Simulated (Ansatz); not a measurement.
Strength of the C–S bond: C4H10O2S → C3H7 + CH3O2S

Species: C4H10O2S (isopropyl methyl sulfone) `CC(C)S(C)(=O)=O`, singlet; C3H7 (methylethyl) `C[CH]C`, doublet; CH3O2S `C[S](=O)=O`, doublet. 

Shapes, held fixed at every level: PBE0-D4/def2-TZVP. Flexible molecules stand in one conformer, not always the lowest. Programs: Ansatz 0.2.0. Electronic energies: no zero-point or thermal term.

```tsv
level	kind	ΔE (kJ/mol)	less CCSD(T)/CBS estimate
HF/def2-TZVPP	Hartree–Fock	+215.8	-107.4
B3LYP-D4/def2-TZVPP	global hybrid	+279.4	-43.8
PBE0-D4/def2-TZVPP	global hybrid	+298.0	-25.2
wB97M-V/def2-TZVPP	range-separated hybrid	+312.8	-10.4
B2PLYP/def2-TZVPP	double hybrid	+280.4	-42.8
CCSD/def2-SVP	coupled cluster or CI	+280.1	-43.1
CCSD(T)/def2-TZVPP	coupled cluster or CI	+311.9	-11.3
CCSD(T)/CBS estimate	coupled cluster or CI	+323.2	0.0
```

The highest level, CCSD(T)/CBS estimate, gives ΔE = +323.2 kJ/mol; the levels span +215.8 to +323.2. The column of differences is taken from that level and isn't an error. Hartree–Fock misses the correlation of the pair that is broken and comes out low. No measured value is set beside it here. Open shells run unrestricted. The CBS estimate extrapolates MP2 from def2-TZVPP and def2-QZVPP and adds CCSD(T) − MP2 in the triple-zeta set, cores frozen. CCSD(T)/CBS estimate lies outside the range of all other levels here, so it shouldn't be taken on trust.
